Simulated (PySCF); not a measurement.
Ne²⁺ (neon, charge +2) across methods

[He] 2s2 2p4, high-spin 3P determinant. All numbers are calculated (PySCF 2.14, scalar relativity by spin-free X2C-1e, in aug-cc-pCVTZ-DK (7s6p4d2f, 59 functions)).

```json
{"method": "r2SCAN", "E (hartree)": "-126.7591", "mean ε 2s β (eV)": "-75.526", "mean ε 2p α (eV)": "-58.027", "mean ε 2p β (eV)": "-53.370", "Σ⟨r²⟩ (bohr²)": "4.995", "⟨S²⟩": "2.002"}
{"method": "M06", "E (hartree)": "-126.7677", "mean ε 2s β (eV)": "-77.985", "mean ε 2p α (eV)": "-60.313", "mean ε 2p β (eV)": "-55.590", "Σ⟨r²⟩ (bohr²)": "4.980", "⟨S²⟩": "2.002"}
{"method": "r2SCANh", "E (hartree)": "-126.7589", "mean ε 2s β (eV)": "-76.751", "mean ε 2p α (eV)": "-59.301", "mean ε 2p β (eV)": "-54.549", "Σ⟨r²⟩ (bohr²)": "4.991", "⟨S²⟩": "2.002"}
{"method": "LDA", "E (hartree)": "-126.0179", "mean ε 2s β (eV)": "-74.828", "mean ε 2p α (eV)": "-56.847", "mean ε 2p β (eV)": "-52.112", "Σ⟨r²⟩ (bohr²)": "5.062", "⟨S²⟩": "2.001"}
{"method": "PBE", "E (hartree)": "-126.6848", "mean ε 2s β (eV)": "-74.880", "mean ε 2p α (eV)": "-56.776", "mean ε 2p β (eV)": "-52.530", "Σ⟨r²⟩ (bohr²)": "5.040", "⟨S²⟩": "2.001"}
{"method": "PW91", "E (hartree)": "-126.7569", "mean ε 2s β (eV)": "-75.001", "mean ε 2p α (eV)": "-56.929", "mean ε 2p β (eV)": "-52.697", "Σ⟨r²⟩ (bohr²)": "5.038", "⟨S²⟩": "2.001"}
{"method": "PBE0", "E (hartree)": "-126.7022", "mean ε 2s β (eV)": "-78.212", "mean ε 2p α (eV)": "-60.314", "mean ε 2p β (eV)": "-55.725", "Σ⟨r²⟩ (bohr²)": "5.012", "⟨S²⟩": "2.002"}
{"method": "BHandHLYP", "E (hartree)": "-126.7882", "mean ε 2s β (eV)": "-81.566", "mean ε 2p α (eV)": "-63.777", "mean ε 2p β (eV)": "-58.964", "Σ⟨r²⟩ (bohr²)": "5.002", "⟨S²⟩": "2.002"}
```

(1) Estimate the same row for UHF.

Results:

(1) E (hartree) = -126.50543; mean ε 2s β (eV) = -86.625; mean ε 2p α (eV) = -70.057; mean ε 2p β (eV) = -64.082; Σ⟨r²⟩ (bohr²) = 4.968; ⟨S²⟩ = 2.004.
